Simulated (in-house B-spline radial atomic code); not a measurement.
## Ionising Re8+ with different functionals

Computed with a B-spline radial code for spherical atoms: scalar-relativistic (spin-free X2C) Hamiltonian, Fermi nucleus of rms radius 5.3698 fm, spin-polarised at highest spin, spherical fractional occupations for the functionals, the average over the highest-spin determinants for Hartree-Fock. The ionisation energy is the difference of two self-consistent energies, [Kr] 4d10 4f14 5s2 5p5 → [Kr] 4d10 4f14 5s2 5p4, without Breit or QED terms; ε is the level of the shell that loses the electron (its least bound occupied spin orbital). There is no spin-orbit coupling in this Hamiltonian.

Hybrids are left out here: with spherical fractional occupations of an open shell their exact exchange keeps a self-interaction that integer-occupation calculations don't have.

```tsv
method	rung	ΔSCF (eV)	-ε(5p) (eV)
Hartree-Fock	Hartree-Fock	164.63	165.33
LDA VWN5	LDA	167.16	157.67
LDA PW92	LDA	?	?
LDA exchange-only	LDA	165.05	155.63
PBE	GGA	166.51	157.11
PBEsol	GGA	166.63	157.23
BLYP	GGA	166.44	157.00
RPBE	GGA	166.35	157.00
PW91	GGA	166.69	157.28
BP86	GGA	166.74	157.32
AM05	GGA	166.71	157.30
OLYP	GGA	166.63	157.38
TPSS	meta-GGA	166.56	157.25
SCAN	meta-GGA	167.50	157.62
r2SCAN	meta-GGA	?	?
revTPSS	meta-GGA	166.60	157.32
```

Question: What does LDA PW92 give?

Answer: ΔSCF 167.16 eV, and -ε(5p) = 157.66 eV.

Question: What does r2SCAN give?

Answer: ΔSCF 166.93 eV, and -ε(5p) = 157.89 eV.

Question: How do they compare with the NIST value?

Answer: NIST lists 165 eV ± 8 (tabulated theory, ground level to ground level). Errors run from -0.37 to +2.50 eV; all lie within about twice that uncertainty, so the table can't rank the methods. Hartree-Fock also lacks correlation.
